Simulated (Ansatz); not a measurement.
Consider the substitution at a C–C bond: `CC[O][Zn][Cl]` + `C[NH][Al]([OH])[OH]` → `C[N](C)[Al]([OH])[OH]` + `C[O][Zn][Cl]`.

Computed with Ansatz on PBE0-D4/def2-TZVP structures; ΔE is electronic, products minus reactants. CBS: MP2 limit from def2 TZ/QZ plus the TZ coupled-cluster correction, frozen cores. DFT in def2-TZVPP. B3LYP here is the variant with VWN-RPA as its local correlation; programs differ in this. For Zn outer-core shells are correlated without core-valence functions, which leaves a few kJ/mol of doubt a bond. Scalar relativity is left out up to krypton. One conformer a species, not always the lowest.

`CC[O][Zn][Cl]`:

Cartesian coordinates in Å:
```
C -1.592 0.080 -0.177
C -0.107 0.294 -0.355
O 0.584 -0.478 0.600
Zn 2.334 -0.568 0.796
Cl 4.378 -0.775 1.147
H -1.844 -0.974 -0.312
H -1.903 0.379 0.826
H -2.156 0.668 -0.906
H 0.183 0.012 -1.378
H 0.124 1.363 -0.242
```

`C[NH][Al]([OH])[OH]`:

Cartesian coordinates in Å:
```
C -1.755 0.344 -0.112
N -0.441 0.144 -0.690
Al 1.052 -0.215 0.173
O 2.551 -0.434 -0.587
O 0.958 -0.345 1.859
H -2.485 -0.391 -0.473
H -2.155 1.343 -0.322
H -1.700 0.239 0.973
H -0.448 0.233 -1.694
H 2.701 -0.380 -1.528
H 1.722 -0.537 2.399
```

`C[N](C)[Al]([OH])[OH]`:

Z-matrix (Å, degrees):
```
C
N 1 1.440
H 1 1.100 2 111.8
H 1 1.100 2 111.8 3 120.0
H 1 1.093 2 111.2 3 -120.0
C 2 1.444 1 112.6 3 -60.1
Al 2 1.765 1 124.8 3 119.9
H 6 1.092 2 110.7 1 -180.0
H 6 1.100 2 111.5 1 59.9
H 6 1.100 2 111.5 1 -59.8
O 7 1.695 2 124.0 1 -0.3
O 7 1.693 2 117.1 1 179.7
H 11 0.954 7 125.6 2 -0.5
H 12 0.955 7 122.0 2 179.9
```

`C[O][Zn][Cl]`:

Cartesian coordinates in Å:
```
C -0.062 -0.641 0.909
O -0.288 -0.554 -0.472
Zn 0.026 0.844 -1.499
Cl 0.341 2.408 -2.840
H -0.361 -1.640 1.244
H 0.994 -0.506 1.176
H -0.650 0.089 1.482
```

```tsv
level	ΔE (kcal/mol)	difference from CCSD(T)/CBS
B3LYP-D4	9.5	-1.2
ωB97X-V	9.9	-0.8
ωB97M-V	10.2	-0.5
B2PLYP	10.4	-0.3
PBE	10.0	-0.7
r2SCAN	10.3	-0.4
PBE0	10.4	-0.3
B3LYP	10.4	-0.3
HF/def2-TZVPP	11.1	0.4
CCSD/def2-TZVPP	10.4	-0.3
CCSD(T)/def2-TZVPP	10.2	-0.5
HF/def2-QZVPP	11.1	0.4
SCS-MP2/def2-QZVPP	10.5	-0.2
HF/CBS(def2)	11.1	0.4
MP2/CBS(def2)	10.9	0.2
CCSD/CBS(def2)	10.9	0.2
CCSD(T)/CBS	10.7	0
```

Largest T1 diagnostic among the species: 0.015.

The D4 term adds −0.9 kcal/mol with B3LYP and −0.5 kcal/mol with PBE0; it sums over pairs of atoms, weighted by their polarisabilities, and B3LYP, whose exchange is more repulsive, gets the larger term.
